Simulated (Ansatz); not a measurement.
Sn₂₂H₂₈, a nanocrystal cut from cubic tin, relaxed as a singlet with RKS PBE-D4/def2-SVP in Ansatz, starting from a model built from a lattice or polyhedron. Force threshold 0.03 eV/Å.

In the def2 sets Sn takes a core potential; there is no spin–orbit coupling. Single mean-field runs in def2-SVP are fitted with def2-universal-jkfit.

Start:

Cartesian coordinates in Å:
```
Sn -2.690 -2.182 -3.522
Sn -1.928 -4.577 0.321
Sn -3.977 2.207 -3.296
Sn 0.229 1.129 -4.806
Sn 0.983 -1.248 -0.970
Sn 3.901 2.077 -2.233
Sn -0.295 3.147 -0.735
Sn 4.672 -0.321 1.635
Sn -3.206 -0.181 0.508
Sn -2.435 -2.536 4.402
Sn 0.493 0.815 3.123
Sn 1.775 -3.599 2.916
Sn 3.400 4.091 1.826
Sn -2.473 0.351 -4.777
Sn -1.699 -2.031 -0.920
Sn -0.941 -4.402 2.942
Sn -2.989 2.368 -0.657
Sn 1.189 1.269 -2.183
Sn 1.999 -1.089 1.665
Sn 4.892 2.221 0.375
Sn 0.678 3.312 1.900
Sn -2.232 -0.018 3.170
H -4.363 -2.650 -3.502
H -1.784 -3.329 -4.413
H -1.010 -5.718 -0.571
H -3.579 -5.014 0.341
H -5.612 1.729 -3.272
H -3.842 3.778 -4.076
H 1.130 -0.006 -5.693
H 0.354 2.668 -5.552
H 1.910 -2.382 -1.844
H 4.783 0.929 -3.129
H 4.015 3.620 -2.993
H -0.145 4.698 -1.476
H 5.597 -1.469 0.738
H 5.266 -0.196 3.207
H -4.851 -0.611 0.588
H -4.071 -3.016 4.436
H -1.839 -2.432 6.006
H 1.098 0.877 4.728
H 2.671 -4.723 1.977
H 2.336 -3.518 4.530
H 3.497 5.626 1.095
H 3.996 4.174 3.453
H -3.084 0.245 -6.368
H -1.079 -5.951 3.678
H -3.910 3.528 0.198
H 6.544 2.717 0.368
H -0.222 4.463 2.791
H -3.149 1.156 4.070
```

```tsv
step	energy (eV)	largest force component (eV/Å)	SCF passes
1	-128761.1713	0.662	19
2 (rejected)	-128760.8980	1.301	25
3	-128761.4284	0.068	21
4	-128761.4331	0.004	20
```

Force components are those of the run's own axes.

End:

```xyz
50

Sn   -2.712   -2.172   -3.567
Sn   -1.937   -4.575    0.345
Sn   -4.008    2.233   -3.346
Sn    0.201    1.138   -4.843
Sn    0.970   -1.220   -0.945
Sn    3.929    2.090   -2.232
Sn   -0.300    3.156   -0.723
Sn    4.697   -0.280    1.621
Sn   -3.199   -0.144    0.550
Sn   -2.452   -2.555    4.441
Sn    0.468    0.793    3.119
Sn    1.750   -3.637    2.911
Sn    3.425    4.130    1.858
Sn   -2.506    0.351   -4.809
Sn   -1.730   -2.056   -0.920
Sn   -0.952   -4.442    2.984
Sn   -3.015    2.378   -0.708
Sn    1.217    1.295   -2.210
Sn    1.994   -1.102    1.687
Sn    4.931    2.249    0.398
Sn    0.719    3.331    1.905
Sn   -2.233   -0.028    3.202
H    -4.371   -2.695   -3.546
H    -1.818   -3.360   -4.469
H    -1.047   -5.758   -0.566
H    -3.600   -5.083    0.348
H    -5.684    1.774   -3.327
H    -3.911    3.794   -4.105
H     1.145    0.004   -5.763
H     0.367    2.685   -5.621
H     1.899   -2.389   -1.850
H     4.860    0.951   -3.160
H     4.074    3.629   -3.028
H    -0.154    4.717   -1.490
H     5.644   -1.456    0.757
H     5.322   -0.220    3.243
H    -4.871   -0.644    0.577
H    -4.119   -3.044    4.510
H    -1.874   -2.468    6.078
H     1.091    0.878    4.748
H     2.697   -4.800    2.032
H     2.398   -3.570    4.523
H     3.569    5.703    1.132
H     4.040    4.254    3.479
H    -3.115    0.256   -6.441
H    -1.082   -6.008    3.742
H    -3.936    3.541    0.212
H     6.607    2.736    0.366
H    -0.227    4.487    2.807
H    -3.160    1.151    4.093
```

By distances, no bond broke or formed. The bond that changes most is Sn8–H36, from 1.69 to 1.74 Å (atoms count from 1).

No frequencies were taken in this run, so the end may be a saddle point.

It took 15 s on 11 threads of AMD EPYC 7R13 on a shared host and a whole NVIDIA H100 80GB HBM3.
